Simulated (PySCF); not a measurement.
**Radial density of C²⁺ (carbon, charge +2)**

r2SCAN0, [He] 2s2, closed-shell 1S. Computed with PySCF 2.14 in aug-cc-pwCVQZ, with no relativity, point nucleus.

```csv
r (bohr),4πr²ρ (e/bohr)
0.00413,0.02663
0.00695,0.07273
0.0117,0.1945
0.0197,0.4999
0.0331,1.205
0.0556,2.604
0.0936,4.696
0.157,6.269
0.265,5.082
0.445,1.940
0.749,1.180
1.26,1.561
2.12,0.4546
3.57,0.01234
6.00,2.214e-05
```
